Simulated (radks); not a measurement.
Results of a calculation; reference values are marked as such.
Kinetic energies: the exact non-interacting value of the Kohn-Sham orbitals and orbital-free approximations, as 100 (|E| - |E exact|)/|E exact|, negative where the magnitude is too small. Species: Sn38+ [Ne] 3s2; B4+ 1s1; Lu+ [Xe] 4f14 6s2. Code: a radial shooting solver on a logarithmic mesh with Libxc functionals. Model: non-relativistic Kohn-Sham, PBE, spin-polarised, spherical densities, point nucleus. Every spin shell is full or empty, so the densities are truly spherical. Functionals are evaluated on that one density, not self-consistently.

| functional | Sn38+ | B4+ | Lu+ |
|---|---|---|---|
| exact (hartree) | 4770.35 | 12.4679 | 13851.6 |
| Thomas-Fermi | -6.55 | -8.37 | -4.86 |
| von Weizsacker | -45.91 | 0.00 | -63.10 |
| TF + vW | +47.53 | +91.63 | +32.04 |
| TF + vW/9 | -0.54 | +2.74 | -0.76 |
| TF + vW/5 | +4.26 | +11.63 | +2.52 |
| APBEK | +0.26 | +2.08 | -0.01 |
| revAPBEK | +0.55 | +2.98 | +0.13 |
| Perdew 92 | -0.53 | +2.76 | -0.75 |
| Thakkar | -0.20 | +2.44 | -0.80 |
| Pearson | -1.30 | -2.34 | -0.93 |
| DePristo-Kress | +0.06 | +2.88 | -0.25 |
| Ernzerhof | +0.01 | +6.64 | -0.54 |
